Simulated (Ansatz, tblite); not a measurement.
Forces on Ca2O at its PBE0-D4/def2-TZVP geometry. The state is a singlet with charge 0.

The xTB rows come from tblite. Correlated methods freeze 11 core orbitals; core or outer-core shells of Ca are correlated, in sets that lack core-valence functions. At PBE-QIDH/def2-TZVP the restricted singlet (for correlated methods, its reference) is unstable: a solution with broken spin symmetry lies lower. The order of the spin states hangs on the level: the triplet lies 0.21 eV below the singlet at PBE0-D4/def2-TZVP, but 1.08 eV above it at GFN1-xTB. The structure comes from a short search, and lower isomers may exist.

GFN1-xTB (tblite), largest force 0.74 eV/Å:

```xyz
3
positions Å, forces eV/Å
Ca   -1.122   -1.269   -0.212    0.460    0.487    0.306
Ca    1.021    1.053    0.872   -0.480   -0.532   -0.170
O     0.101    0.216   -0.661    0.021    0.044   -0.136
```

GFN2-xTB (tblite), largest force 1.22 eV/Å:

```
Ca 0.777 0.928 -0.180
Ca -0.615 -0.581 -0.884
O -0.162 -0.347 1.065
```

PBE-QIDH/def2-TZVP (Ansatz), largest force 0.24 eV/Å:

```
Ca -0.154 -0.182 0.024
Ca 0.126 0.121 0.166
O 0.029 0.062 -0.190
```
